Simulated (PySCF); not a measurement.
# Telling isomers of C6H7NOSi apart by NMR

PySCF calculation with GFN2-xTB geometry and GIAO PBE0/pcSseg-1 shieldings; rapidly exchanging positions averaged, no solvent model, non-relativistic Hamiltonian, single conformer.

Chemical shifts δ = σref − σ; 1H (σ = 31.72 ppm), 13C (σ = 186.93 ppm) vs TMS, all at this level. Where no couplings were computed, multiplicities follow the n + 1 count of equivalent neighbours, and m marks all less simple cases (inequivalent or close neighbours, rings, F or P nearby). Shifts are as computed. Against solution values, carbons near 30 ppm lie about +3 ppm off and those near 130 ppm about +5 ppm. Of 1309 compounds with measured shifts, 239 miss one by over three times the rms of a fit or turn the order of signals round; such compounds aren't used in these exercises. OH and NH positions are gas-phase values without hydrogen bonding to other molecules.

(1) Tabulate the signals of `C#CC#C[SiH2]N(C)C=O`, `CN[SiH2]C#CC#CC=O`, `CC#C[C@@]([SiH3])(C#N)C=O` and their relative energies.

(2) What is the quickest way to tell CN[SiH2]C#CC#CC=O from CC#C[C@@]([SiH3])(C#N)C=O?

(3) What is the quickest way to tell C#CC#C[SiH2]N(C)C=O from CC#C[C@@]([SiH3])(C#N)C=O?

(4) What is the quickest way to tell C#CC#C[SiH2]N(C)C=O from CN[SiH2]C#CC#CC=O?

Results:

(1) 
```json
{"SMILES": "C#CC#C[SiH2]N(C)C=O", "carbon types": "3×C 2×CH 1×CH3", "δC": "173.0, 101.6, 83.7, 74.7, 73.9, 31.1", "δH": "8.23 (s, 1H), 5.02 (s, 2H), 3.13 (s, 3H), 1.42 (s, 1H)", "E rel. (kcal/mol)": "0.0"}
{"SMILES": "CN[SiH2]C#CC#CC=O", "carbon types": "4×C 1×CH 1×CH3", "δC": "181.0, 105.3, 94.6, 89.7, 75.5, 31.7", "δH": "9.55 (s, 1H), 5.11 (s, 2H), 2.81 (s, 3H), -0.04 (br s, 1H)", "E rel. (kcal/mol)": "16.8"}
{"SMILES": "CC#C[C@@]([SiH3])(C#N)C=O", "carbon types": "4×C 1×CH 1×CH3", "δC": "201.3, 119.0, 93.8, 76.2, 31.9, 4.8", "δH": "9.92 (s, 1H), 4.20 (s, 3H), 2.19 (s, 3H)", "E rel. (kcal/mol)": "8.7"}
```

Energies are electronic energies at PBE0/pcSseg-1 on these geometries, without zero-point or thermal terms, each for the one conformer computed, which needn't be the lowest.

(2) Both give the same number of carbon signals, with the same numbers of each carbon type, so the positions decide. The first has a methyl carbon bonded to N (CH3) at 31.7 ppm, the second a fully substituted sp3 carbon bonded to Si, α to a carbonyl (C) at 31.9 ppm. Their most deshielded carbons lie at 181.0 and 201.3 ppm.

(3) Both give the same number of carbon signals, but DEPT or the intensities differ. The first has a terminal alkyne carbon (CH) at 74.7 ppm, the second a fully substituted sp3 carbon bonded to Si, α to a carbonyl (C) at 31.9 ppm. Their most deshielded carbons lie at 173.0 and 201.3 ppm. In the proton spectra the most deshielded non-exchanging signals are 8.23 (s, 1H) and 9.92 (s, 1H).

(4) Both give the same number of carbon signals, but DEPT or the intensities differ. The first has a terminal alkyne carbon (CH) at 74.7 ppm, the second an aldehyde carbonyl carbon (CH) at 181.0 ppm. Their most deshielded carbons lie at 173.0 and 181.0 ppm. In the proton spectra the most deshielded non-exchanging signals are 8.23 (s, 1H) and 9.55 (s, 1H).
